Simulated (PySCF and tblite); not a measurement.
Results of a calculation; reference values are marked as such.
C₃H₅FSi, numbered as in [F:1][C:2]1=[CH:3][SiH2:4][CH2:5]1.

Free energies: TPSS-D3(BJ)/def2-TZVP on GFN2-xTB structures plus GFN2-xTB thermal terms, symmetry and mirror images included. Conformers within 2.5 kcal/mol (GFN2-xTB free energy) were kept, 6 at most. GIAO shieldings: PBE0/pcSseg-1. Shifts are against TMS (¹H), TMS (¹³C), CFCl3 (¹⁹F), TMS (²⁹Si) at the same level. (PySCF 2.14, tblite 0.8.)

Task: Predict the averaged NMR shifts at 298.15 K.

Result: ¹H: 4.74 (H3, 1H), 4.42 (H4, 2H), 2.20 (H5, 2H) ppm. ¹³C: 174.1 (C2), 107.0 (C3), 22.2 (C5) ppm. ¹⁹F: -35.2 (F1) ppm. ²⁹Si: -76.4 (Si4) ppm.

Unscaled ¹⁹F and ²⁹Si shifts at such levels can be off by tens of ppm; differences between conformers or isomers are more reliable. Shifts are unscaled: against experiment ¹³C can be off by 15 ppm or more and ¹H by 0.8 ppm.
